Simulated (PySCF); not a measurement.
PySCF input for Al(Cl)(OH)(SeH) (AlClH₂OSe), SMILES [OH][Al]([Cl])[SeH], r2SCAN-D4/def2-SVP. Geometry: r2SCAN-D4/def2-SVP. The structure was generated by enumeration; whether it is a known compound was not checked. One conformer was computed; it need not be the lowest.

```python
import numpy as np
from pyscf import gto, scf, dft, df
from pyscf.hessian import thermo

mol = gto.M(
    atom='''
    Al    0.43403627   -0.63043416    0.00000000
    Cl   -0.97237470   -2.19154555    0.00000000
    O     2.10157170   -0.92547631    0.00000000
    H     2.53564150   -1.78301622    0.00000000
    Se   -0.28176120    1.54812903    0.00000000
    H     1.11956411    2.00235818    0.00000000
    ''',
    basis='def2-SVP',
    charge=0,
    spin=0,
    max_memory=1600,
    verbose=3,
)
mf = dft.RKS(mol, xc='r2scan').density_fit(auxbasis='def2-universal-jkfit')
mf.disp = 'd4'
mf.grids.level = 4
mf.conv_tol = 1e-11
mf.max_cycle = 100
mf.kernel()

# analytic Hessian; the response equations are solved on a coarser grid
h, args, fine = mf.Hessian(), (mf.mo_energy, mf.mo_coeff, mf.mo_occ), mf.grids
h.max_memory = max(150, 2.5e-5 * df.make_auxmol(mol, mf.with_df.auxbasis).nao * mol.nelec[0] * (mol.nelec[0] + mol.nao))  # MB; small integral blocks
h1ao = h.make_h1(mf.mo_coeff, mf.mo_occ)
mf.grids = dft.Grids(mol).set(level=2).build(with_non0tab=True)
mo1, mo_e1 = h.solve_mo1(*args, h1ao)
mf.grids = fine
hess = h.hess_elec(*args, mo1, mo_e1, h1ao) + h.hess_nuc()
if mf.do_disp():
    hess += h.get_dispersion()
for i in range(mol.natm):  # the analytic DFT Hessian lacks the response of the grid: restore translational invariance
    hess[i, i] -= hess[i].sum(axis=0)
hess = (hess + hess.transpose(1, 0, 3, 2)) / 2
vib = thermo.harmonic_analysis(mol, hess, imaginary_freq=False)
thermo.dump_normal_mode(mol, vib)
th = thermo.thermo(mf, vib['freq_au'][vib['freq_au'] > 0], 298.15, 101325)
thermo.dump_thermo(mol, th)
g0 = mf.nuc_grad_method().set(verbose=0).kernel()

# dipole derivatives [dipole axis, atom, xyz] from the same response
r, irp = mol.intor('int1e_r'), mol.intor('int1e_irp').reshape(3, 3, mol.nao, mol.nao)
sl, dm0, ok = mol.aoslice_by_atom(), np.array(mf.make_rdm1()), []
dmu = np.einsum('a,xt->xat', mol.atom_charges(), np.eye(3))
for a, (_, _, p0, p1) in enumerate(sl):
    dmu[:, a] += 2 * np.einsum('xtij,ij->xt', irp[:, :, :, p0:p1], dm0.reshape(-1, mol.nao, mol.nao).sum(0)[:, p0:p1])
    for u, c, occ, f in [(mo1, mf.mo_coeff, mf.mo_occ, 4)]:
        dmu[:, a] -= f * np.einsum('tui,xuv,vi->xt', u[a], r, c[:, occ > 0], optimize=True)
L = vib['norm_mode']
ir = 974.8801 * (np.einsum('xat,kat->kx', dmu, L) ** 2).sum(1)       # km/mol
apt = np.einsum('xax->a', dmu) / 3
print('mode   freq/cm-1   IR/(km/mol)')
for k, w in enumerate(vib['freq_wavenumber']):
    print(f'{k + 1:4d} {w:11.2f} {ir[k]:13.3f}')
print('max |gradient| / (hartree/bohr):', abs(g0).max())
print('APT charges:', apt.round(4))
```

Program output:

```
converged SCF energy = -3180.11836896175

WARN: MGGA Hessian is sensitive to dft grids. grids.level 4 may not be dense enough.


WARN: DFTD4 does not support analytical Hessian, using finite difference.


WARN: Mole.unit (angstrom) is changed to Bohr

Mode                                 0                   1                   2
Irrep
Freq [cm^-1]                      111.2741            177.0944            209.2234
Reduced mass [au]                  18.5845              5.5690              6.2252
Force const [Dyne/A]                0.1356              0.1029              0.1606
Char temp [K]                     160.0986            254.7993            301.0259
Normal mode                   x     y     z       x     y     z       x     y     z
       0  Al                -0.08 -0.00 -0.00   -0.02 -0.03 -0.00   -0.00 -0.00  0.16
       1  Cl                 0.03 -0.11  0.00   -0.06  0.01  0.00   -0.00 -0.00 -0.04
       2   O                -0.07  0.04  0.00    0.02  0.19  0.00    0.00  0.00 -0.08
       3   H                -0.06  0.05 -0.00    0.21  0.29 -0.00   -0.00 -0.00 -0.25
       4  Se                 0.03  0.04  0.00    0.02 -0.04  0.00    0.00  0.00 -0.01
       5   H                 0.08 -0.11 -0.00    0.04 -0.10  0.00    0.00 -0.00 -0.26
Mode                                 3                   4                   5
Irrep
Freq [cm^-1]                      241.8039            324.1385            348.1859
Reduced mass [au]                   1.1312              1.1252             10.4267
Force const [Dyne/A]                0.0390              0.0697              0.7448
Char temp [K]                     347.9020            466.3632            500.9620
Normal mode                   x     y     z       x     y     z       x     y     z
       0  Al                -0.00 -0.00  0.04   -0.00 -0.00  0.02   -0.07  0.08  0.00
       1  Cl                -0.00 -0.00  0.00   -0.00 -0.00 -0.01    0.06  0.06 -0.00
       2   O                 0.00  0.00 -0.06    0.00  0.00 -0.08   -0.10  0.01 -0.00
       3   H                -0.00 -0.00  0.06    0.00  0.00  0.93   -0.21 -0.05  0.00
       4  Se                 0.00  0.00 -0.02    0.00  0.00  0.00    0.02 -0.05 -0.00
       5   H                 0.00  0.00  0.94    0.00 -0.00 -0.16    0.04 -0.13  0.00
Mode                                 6                   7                   8
Irrep
Freq [cm^-1]                      514.9516            568.5644            610.6963
Reduced mass [au]                   1.7669              1.4666              2.0097
Force const [Dyne/A]                0.2761              0.2793              0.4416
Char temp [K]                     740.9007            818.0376            878.6560
Normal mode                   x     y     z       x     y     z       x     y     z
       0  Al                 0.02  0.07 -0.00   -0.01 -0.08 -0.00   -0.04 -0.11 -0.00
       1  Cl                -0.04 -0.04  0.00    0.03  0.04  0.00    0.03  0.04  0.00
       2   O                 0.09  0.05  0.00    0.04  0.01  0.00    0.00  0.05  0.00
       3   H                -0.65 -0.35 -0.00   -0.20 -0.12 -0.00   -0.37 -0.15  0.00
       4  Se                 0.00 -0.01  0.00   -0.02  0.02  0.00    0.01  0.01  0.00
       5   H                 0.01 -0.02 -0.00    0.25 -0.75  0.00   -0.18  0.53 -0.00
Mode                                 9                  10                  11
Irrep
Freq [cm^-1]                      901.0779           2431.9153           3936.5161
Reduced mass [au]                   8.0160              1.0203              1.0681
Force const [Dyne/A]                3.8347              3.5553              9.7518
Char temp [K]                    1296.4505           3498.9846           5663.7702
Normal mode                   x     y     z       x     y     z       x     y     z
       0  Al                 0.12 -0.03  0.00    0.00  0.00  0.00    0.00  0.00  0.00
       1  Cl                -0.01 -0.01 -0.00   -0.00 -0.00  0.00    0.00  0.00 -0.00
       2   O                -0.17  0.05 -0.00    0.00 -0.00 -0.00   -0.03  0.05 -0.00
       3   H                -0.27 -0.00 -0.00   -0.00 -0.00 -0.00    0.45 -0.85 -0.00
       4  Se                -0.00  0.00 -0.00    0.01  0.00 -0.00    0.00 -0.00 -0.00
       5   H                 0.02 -0.06 -0.00   -0.94 -0.32  0.00    0.00 -0.00 -0.00
temperature 298.1500 [K]
pressure 101325.00 [Pa]
Rotational constants [GHz] 4.11208 1.29534 0.98504
Symmetry number 1
Zero-point energy (ZPE) 0.02364 [Eh]   62058.923 [J/mol]
                           tot       elec      trans        rot        vib
Entropy [J/mol/K]       348.206      0.000    171.996    119.271     56.938
Cv [J/mol/K]             85.385      0.000     12.472     12.472     60.441
Cp [J/mol/K]             93.699      0.000     20.786     12.472     60.441
Internal energy [J/mol]                      3718.434   3718.434  71796.458
Internal energy [Eh]   -3180.08819  -3180.11837
Enthalpy [J/mol]                             6197.391   3718.434  71796.458
Enthalpy [Eh]          -3180.08725
Gibbs free energy [J/mol]                  -45083.315 -31842.226  54820.326
Gibbs free energy [Eh] -3180.12679
mode   freq/cm-1   IR/(km/mol)
   1      111.27         3.249
   2      177.09        14.870
   3      209.22         8.440
   4      241.80        32.699
   5      324.14       129.915
   6      348.19        19.219
   7      514.95        84.236
   8      568.56        94.454
   9      610.70       184.042
  10      901.08        97.872
  11     2431.92         2.474
  12     3936.52       130.242
max |gradient| / (hartree/bohr): 0.00024830618103172553
APT charges: [ 1.4654 -0.5767 -0.8884  0.3328 -0.3526  0.0168]
```

The calculation finished and met its thresholds.
